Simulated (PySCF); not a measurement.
NaBi and its ions

PBE0; PySCF, scalar-relativistic core potentials, basis sets Na aug-cc-pVDZ, Bi aug-cc-pVDZ-PP with ECP60. Neutral (UKS): triplet (π ↑↑), Re = 2.993 Å, ωe = 187 cm⁻¹, De = 1.11 eV, HOMO -4.34 eV, LUMO -1.89 eV.

NaBi⁺ (UKS): quartet (σ ↑, π ↑↑), Re = 3.420 Å, ωe = 97.6 cm⁻¹. The energies at the minima are -376.82999 hartree for NaBi and -376.60855 for NaBi⁺.

**Question.** Work out the adiabatic ionisation energy, without and with harmonic zero-point energies (1 hartree = 27.2114 eV, 1 eV = 8065.5 cm⁻¹), and the change of the bond length.

**Answer.** At PBE0: 0.22144 hartree = 6.026 eV between the minima; the zero-point term (97.6 − 187.0)/2 cm⁻¹ = -0.006 eV makes it 6.020 eV. Re changes by +42.7 pm against the neutral. The electron leaves a σ orbital, and the ion is left as a loose complex of an ion and an atom.

Spin–orbit coupling is left out, which matters for elements this heavy, above all for dissociation energies. States were picked by a PBE0 search and need not be the measured ground states.
